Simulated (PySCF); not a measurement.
## Stretching KF⁺

Set-up: basis K 3-21G, F 3-21G; no relativity; PySCF 2.14. Energies in eV from K⁺ + F in their ground configurations at the same level. State: ²Π (doublet), unpaired electrons π ↑.

| R (Å) | UHF-CCSD(T) | UHF-MP2 | UHF-CCSD |
| --- | --- | --- | --- |
| 2.562 |  | -0.1582 |  |
| 2.681 | -0.2083 | -0.2049 | -0.2072 |
| 2.800 | -0.2321 | -0.2289 | -0.2310 |
| 2.890 | -0.2401 | -0.2370 | -0.2390 |
| 2.979 | -0.2422 | -0.2393 | -0.2412 |
| 3.068 | -0.2400 | -0.2373 | -0.2390 |
| 3.188 | -0.2321 | -0.2297 | -0.2312 |
| 3.337 | -0.2168 | -0.2146 | -0.2159 |
| 3.515 | -0.1936 | -0.1918 | -0.1929 |
| 3.753 |  | -0.1585 |  |

Q: Put a parabola through the three lowest points of the UHF-CCSD(T) curve and estimate Re, k and ωe (reduced mass 12.77 u; 1 eV/Å² = 0.16022 mdyn/Å; ωe = 1302.8·√(k/μ) cm⁻¹).

A: Through R = 2.89, 2.979, 3.068 Å the second-order coefficient is 0.271 eV/Å², so Re ≈ 2.978 Å, k ≈ 0.0870 mdyn/Å and ωe ≈ 108 cm⁻¹. A polynomial fit of higher order to the unrounded UHF-CCSD(T) energies gives Re = 2.974 Å, k = 0.0880 mdyn/Å, ωe = 108 cm⁻¹; anharmonicity and rounding make the difference.

The higher-order fit for each curve: UHF-CCSD(T): Re = 2.974 Å, ωe = 108 cm⁻¹, De = 0.242 eV; UHF-MP2: Re = 2.978 Å, ωe = 107 cm⁻¹, De = 0.239 eV; UHF-CCSD: Re = 2.975 Å, ωe = 108 cm⁻¹, De = 0.241 eV.

Correlated steps freeze 6 core orbitals. The bond is weak. Basis-set superposition, not corrected here, can be much of De in a small basis, most of all at correlated wavefunction levels. For an ion De counts to the pair picked by the measured ionisation energies or electron affinities, which need not be the lowest pair at this level. 3-21G is very small, so such numbers show the basis as much as the molecule. The state is the lowest determinant that a PBE0 search found; another state may lie lower at other levels.
